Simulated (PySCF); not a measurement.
# Identify the compound

Molecular formula: C5H10F2Si. Simulated spectra:

¹H NMR (400 MHz, computed): δ 5.37 (m, 2H), 5.16 (m, 2H), 4.34 (s, 3H), 1.81 (s, 3H).

¹³C{¹H} NMR (computed): δ 150.9 (C), 141.3 (C), 88.4 (CH2), 87.1 (CH2), 17.4 (CH3).

- coordinates at the GFN2-xTB level
- PBE0/pcSseg-1 with gauge-including orbitals
- code: PySCF
- fast rotation and ring inversion assumed for equivalent nuclei, one conformer, relativity neglected, in vacuum

δ = σ(ref) − σ, references computed at the same level: ¹H (σref 31.72) and ¹³C (σref 186.93) vs TMS.

Which of these isomers gave the spectra?
A. F[C@@H]1CCCC[Si@@H]1F
B. C/C(CF)=C(/[SiH3])CF
C. CCC1C[Si](F)(F)C1

Answers

B. 

The formula gives 1 degree of unsaturation (no ring in the answer). 5 carbon signals for 5 carbons: no two carbons are equivalent. Carbon types of the structure: 2 × C, 2 × CH2, 1 × CH3, leaving 3 H on heteroatoms. δC 150.9, 141.3: fully substituted alkene carbon; the olefinic region. δC 88.4, 87.1: allylic sp3 CH2 bonded to F; deshielded by the electronegative neighbour. δC 17.4: allylic methyl carbon; saturated and bonded to C and H only. δH 5.37, 5.16: hydrogen on an allylic sp3 CH2 bonded to F; its carbon carries F, which withdraws density. δH 1.81: hydrogen on an allylic methyl carbon; allylic position.

The others: F[C@@H]1CCCC[Si@@H]1F would give 10 signals for carbon-bound and other non-exchanging H, not 4; CCC1C[Si](F)(F)C1 would give 4 carbon signals, not 5.

Splittings by ¹⁹F in the carbon and heteronuclear signals aren't shown, as no couplings were computed. Shifts are as computed. Against solution values, carbons near 30 ppm lie about +3 ppm off and those near 130 ppm about +5 ppm. Of 1309 compounds with measured shifts, 239 miss one by over three times the rms of a fit or turn the order of signals round; such compounds aren't used in these exercises. Multiplicities follow the n + 1 count of equivalent neighbours, as no J values were calculated; m marks all less simple cases, F and P coupling included.
